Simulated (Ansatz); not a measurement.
Geometry optimisation, Ansatz, RKS LDA/def2-SVP.

Input file:

```yaml
crystal:
  periodic: [false, false, false]
  atoms:
    - { symbol: Ga, position_ang: [-0.21569, 0.604157, -0.473288] }
    - { symbol: "N", position_ang: [-0.103297, -0.042715, 2.560341] }
    - { symbol: H, position_ang: [-0.810342, -0.607438, 3.043003] }
    - { symbol: H, position_ang: [0.818503, -0.201177, 2.983711] }
    - { symbol: Cl, position_ang: [1.763202, 0.076015, -1.084918] }
    - { symbol: Cl, position_ang: [-1.717126, -0.739141, -1.186853] }
    - { symbol: Si, position_ang: [-0.726836, 2.635336, 0.568838] }
    - { symbol: H, position_ang: [-2.163895, 3.013881, 0.317855] }
    - { symbol: H, position_ang: [-0.53536, 2.594466, 2.067561] }
    - { symbol: H, position_ang: [0.159377, 3.746628, 0.068491] }
    - { symbol: H, position_ang: [-0.350136, 0.970488, 2.62416] }
basis:
  gaussian: { orbitals: def2-SVP }
hamiltonian:
  xc: lda
relax:
  f_tol: 0.03
  max_steps: 50
```

Launched with:

```bash
$ ansatz run input.yaml --threads 4 --pin off --max-ram 5120MiB --backend cpu --events-out ev --progress --plain --runs-dir out
```

Where does it end, and by what steps?

The forces met the threshold. After 11 steps the energy has fallen by 1.149 eV; H3 moved furthest, 0.96 Å. Joined: Ga1–N2 (3.10 → 2.06 Å).

```tsv
step	energy less start (eV)	largest force component (eV/Å)	accepted
0	0.0000	0.745	yes
1	-0.2840	0.763	yes
2	-0.5626	1.116	yes
3	-0.8145	1.014	yes
4	-1.0057	0.979	yes
5	-1.0893	0.236	yes
6	-1.1226	0.378	yes
7	-1.1393	0.112	yes
8	-1.1467	0.212	yes
9	-1.1484	0.061	yes
10	-1.1492	0.044	yes
11	-1.1493	0.010	yes
```

```xyz
11
Properties=species:S:1:pos:R:3
Ga -0.246 0.675 0.324
N -0.055 -0.196 2.184
H -0.731 -0.979 2.166
H 0.908 -0.576 2.171
Cl 1.769 0.099 -0.286
Cl -1.722 -0.781 -0.354
Si -0.809 2.966 0.509
H -2.221 3.240 0.061
H -0.710 3.379 1.962
H 0.134 3.841 -0.273
H -0.199 0.383 3.025
```

Whether the end is a true minimum wasn't checked by a vibrational analysis.

The run took 11 s on 4 threads of Intel(R) Xeon(R) CPU @ 2.60GHz (Ice Lake), on a shared host, peak memory 0.22 GiB.
